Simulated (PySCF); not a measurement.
## [TiCl5]3-: what the settings change

[TiCl5]3- holds Ti(II), d2, at total charge -3. The structure is a PBE0-D3(BJ)/def2-TZVP, IEF-PCM water geometry optimised for multiplicity 3; coordination trigonal bipyramidal, point group Cs, metal–donor distances 2.48–2.63 Å.

```
6

Ti    0.000    0.000    0.000
Cl   -0.004    0.002    2.635
Cl   -0.004    0.002   -2.635
Cl   -1.221   -2.155    0.000
Cl    2.485   -0.048    0.000
Cl   -1.266    2.137    0.000
```

Method (PySCF 2.14, density fitting): CASSCF(2,5) with orbitals averaged over all microstates of the shell, strongly contracted NEVPT2 on the averaged canonical orbitals; basis x2c-TZVPall on the metal, x2c-SVPall elsewhere; spin-free X2C; IEF-PCM water; spin-orbit coupling by state interaction with the mean-field operator over all roots.

Base run: NEVPT2 ground state 3A', next 3A'' at 1811, then 3A'' at 1879 cm⁻¹, B(CASSCF) 801, ζ 107 cm⁻¹, D 5.74 cm⁻¹, g 1.831 1.840 2.001, μeff(300 K) 2.88 μB.

Problem. What happens with the basis x2c-TZVPall on all atoms?

Solution. NEVPT2 ground state 3A', next 3A'' at 1802, then 3A'' at 1870 cm⁻¹, B(CASSCF) 797, ζ 107 cm⁻¹, D 5.84 cm⁻¹, g 1.827 1.837 2.000, μeff(300 K) 2.88 μB. It took 39 s against 15 s on a shared host of the same kind.

Problem. What happens with orbitals averaged over the highest spin alone?

Solution. NEVPT2 ground state 3A', next 3A'' at 1816, then 3A'' at 1885 cm⁻¹, B(CASSCF) 812, ζ 109 cm⁻¹, D 5.91 cm⁻¹, g 1.827 1.837 2.001, μeff(300 K) 2.88 μB.
